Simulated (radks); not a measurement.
A nucleus of charge 37.1 with 35 electrons, 35 electrons, occupied as [Ar] 3d10 4s2 4p5. All-electron calculation, Dirac Kohn-Sham, LDA (Slater exchange, Perdew-Wang correlation), spin-unpolarised, spherical densities, finite nucleus; open shells fill j = l - 1/2 first; Fermi nuclear charge, rms radius 4.2036 fm. Program: a radial shooting solver on a logarithmic mesh with Libxc functionals.

Unscreened Slater integrals over Kohn-Sham orbitals (hartree). Large and small components are both included.

integral            value
F0(4p3/2,4p3/2)   0.55291
F2(4p3/2,4p3/2)   0.29037
F0(4p3/2,4p1/2)   0.55824
G2(4p3/2,4p1/2)   0.29280
F0(4p3/2,4s1/2)   0.59051
G1(4p3/2,4s1/2)   0.39466
F0(4p3/2,3d5/2)   0.71922
F2(4p3/2,3d5/2)   0.15533
G1(4p3/2,3d5/2)  0.051179
G3(4p3/2,3d5/2)  0.048106
F0(4p1/2,4p1/2)   0.56377
F0(4p1/2,4s1/2)   0.59725
G1(4p1/2,4s1/2)   0.40290
F0(4p1/2,3d5/2)   0.73206
G3(4p1/2,3d5/2)  0.050294
F0(4s1/2,4s1/2)   0.63830
F0(4s1/2,3d5/2)   0.81407
G2(4s1/2,3d5/2)  0.069298
F0(3d5/2,3d5/2)    1.7472
F2(3d5/2,3d5/2)   0.84430
F4(3d5/2,3d5/2)   0.53279
